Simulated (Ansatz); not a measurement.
Consider the cleavage of the Si–Si bond: `C[SiH](O)[SiH3]` + HCl → `C[SiH](O)Cl` + SiH₄.

Calculated with Ansatz (gas phase, PBE0-D4/def2-TZVP geometries, no zero-point term in ΔE). CCSD(T)/CBS is the MP2 limit (def2-TZVPP, def2-QZVPP) plus CCSD(T) − MP2 in def2-TZVPP, frozen cores. This one scheme is used for every species. DFT in def2-TZVPP. Each species was taken in one conformer, which may not be the lowest.

Question: Is it downhill or uphill in electronic energy at CCSD(T)/CBS, and by how much? (Estimate.)

Answer: The calculation gave: Downhill: ΔE = -124.2 kJ/mol.

Question: What do these levels give: PBE0-D4, r2SCAN0, CAM-B3LYP, RPA@PBE/def2-TZVPP, CCSD(T)/def2-SVP, MP2/def2-QZVPP? (Best estimate.)

Answer: Computed: PBE0-D4 -115.1, r2SCAN0 -127.2, CAM-B3LYP -128.7, RPA@PBE/def2-TZVPP -119.2, CCSD(T)/def2-SVP -121.4, MP2/def2-QZVPP -133.6 kJ/mol.

Largest T1 diagnostic among the species: 0.012.

In def2-TZVPP, CCSD(T) changes the Hartree–Fock value by +20.0 kJ/mol (the triples alone add +1.5 kJ/mol) and MP2 by +10.0 kJ/mol. From PBE to PBE0 (25 % exact exchange), in def2-TZVPP and without D4, ΔE moves by −5.6 kJ/mol.
